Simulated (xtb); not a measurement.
AlCl3, singlet, at a GFN2-xTB geometry (such geometries of metal compounds can be far from the true shape); GFN0-xTB run with xtb.

xtb was given this input:
```
$ xtb mol.xyz --gfn 0 --hess --json

# file mol.xyz
4

Al     0.00007163    -0.00003268    -0.01168397
Cl     0.01172470     2.02980854    -0.00262734
Cl     1.75194248    -1.02503148     0.01658624
Cl    -1.76372195    -1.00475207    -0.00502410
```

What the program printed (banner, timings and long lists left out):

```
   ID    Z sym.   atoms
    1   13 Al     1
    2   17 Cl     2-4

           -------------------------------------------------
          |                Calculation Setup                |
           -------------------------------------------------

           -------------------------------------------------
          |                 G F N 0 - x T B                 |
           -------------------------------------------------

          ...................................................
          :                      SETUP                      :
          :.................................................:
          :  # basis functions                  40          :
          :  # atomic orbitals                  36          :
          :  # shells                           12          :
          :  # electrons                        24          :
          :  electronic temp.          300.0000000     K    :
          :  accuracy                    1.0000000          :
          :  -> integral cutoff          0.2500000E+02      :
          :  -> integral neglect         0.1000000E-07      :
          ...................................................

         :::::::::::::::::::::::::::::::::::::::::::::::::::::
         ::                     SUMMARY                     ::
         :::::::::::::::::::::::::::::::::::::::::::::::::::::
         :: total energy             -14.282441140279 Eh    ::
         :: gradient norm              0.023450728597 Eh/a0 ::
         :: HOMO-LUMO gap              5.822121912305 eV    ::
         ::.................................................::
         :: H0 energy                -14.255450940155 Eh    ::
         :: repulsion energy           0.034468758603 Eh    ::
         :: electrostat energy        -0.060206922103 Eh    ::
         :: -> Gsolv                   0.000000000000 Eh    ::
         ::    -> Gsasa                0.000000000000 Eh    ::
         ::    -> Gshift               0.000000000000 Eh    ::
         :: dispersion energy         -0.001252036624 Eh    ::
         :: short-range corr.          0.000000000000 Eh    ::
         :: add. restraining           0.000000000000 Eh    ::
         :: total charge              -0.000000000000 e     ::
         :::::::::::::::::::::::::::::::::::::::::::::::::::::

           -------------------------------------------------
          |                Numerical Hessian                |
[...]
       1    108.73    -0.98137 ( 95.72%)    -0.82627 (  4.28%)    -0.97473
       2    108.73    -0.98135 ( 95.72%)    -0.82626 (  4.28%)    -0.97471
       3    115.56    -0.94614 ( 96.61%)    -0.80823 (  3.39%)    -0.94147
   ------------------------------------------------------------------------

   temp. (K)  partition function   enthalpy   heat capacity  entropy
                                   cal/mol     cal/K/mol   cal/K/mol   J/K/mol
 298.15  VIB   20.3                 1835.246      9.717     12.083
         ROT  0.584E+05              888.752      2.981     24.791
         INT  0.119E+07             2723.999     12.698     36.874
         TR   0.149E+28             1481.254      4.968     40.557
         TOT                        4205.2525    17.6660    77.4313   323.9726

       T/K    H(0)-H(T)+PV         H(T)/Eh          T*S/Eh         G(T)/Eh
   ------------------------------------------------------------------------
    298.15    0.670150E-02    0.106055E-01    0.367901E-01   -0.261847E-01
   ------------------------------------------------------------------------

         :::::::::::::::::::::::::::::::::::::::::::::::::::::
         ::                  THERMODYNAMIC                  ::
         :::::::::::::::::::::::::::::::::::::::::::::::::::::
         :: total free energy         -14.308625791472 Eh   ::
         ::.................................................::
         :: total energy              -14.282441140279 Eh   ::
         :: zero point energy           0.003903969402 Eh   ::
         :: G(RRHO) w/o ZPVE           -0.030088620595 Eh   ::
         :: G(RRHO) contrib.           -0.026184651193 Eh   ::
         :::::::::::::::::::::::::::::::::::::::::::::::::::::

           -------------------------------------------------
          | TOTAL ENERGY              -14.282441140279 Eh   |
          | TOTAL ENTHALPY            -14.271835674420 Eh   |
          | TOTAL FREE ENERGY         -14.308625791472 Eh   |
          | GRADIENT NORM               0.023450728597 Eh/α |
          | HOMO-LUMO GAP               5.822121912305 eV   |
           -------------------------------------------------
########################################################################
[WARNING] Runtime exception occurred
-1- hessian_numhess: Hessian on incompletely optimized geometry!
########################################################################

normal termination of xtb
```
